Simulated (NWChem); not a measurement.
CH₃BrTe; SMILES C[Te]Br

Computed with NWChem. All runs use the structure optimised with PBE0/def2-SVP (def2 core potentials past Kr).

What does the run give for PBE/3-21G, non-relativistic? Quantities: highest occupied level (eV); orbital gap (eV); dipole (D).

The highest occupied level (eV) is -4.88 and the orbital gap (eV) is 1.85. The dipole (D) comes out as 2.41.
